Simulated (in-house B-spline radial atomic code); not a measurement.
Configurations of Mg³⁺, with energies counted from [He] 2s2 2p5. All numbers are computed (non-relativistic CAM-B3LYP, spin-polarised, spherical fractional occupations, exact exchange averaged over the configuration; point nucleus) with a B-spline radial code for spherical atoms, not measured. Shells without spins written out take the highest spin.

Occupations are held fixed; configurations that lie above the ionisation limit could autoionise.

| configuration | E - E(ref) (eV) | highest orbital | its <r> (bohr) |
| --- | --- | --- | --- |
| [He] 2s1 2p6 | 33.974 | 2p down | 0.6485 |
| [He] 2s2 2p4 3p1 | 74.438 | 3p up | 2.142 |
| [He] 2s1 2p5 3p1 | 106.96 | 3p up | 2.149 |

(1) Order these further configurations by energy, lowest first.
A. [He] 2s1 2p5 3d1
B. [He] 2s1 2p5 3s1
C. [He] 2s2 2p4 3d1
D. [He] 2s2 2p4 3s1

Answers

(1) D (67.444 eV), C (83.533 eV), B (99.916 eV), A (115.92 eV).
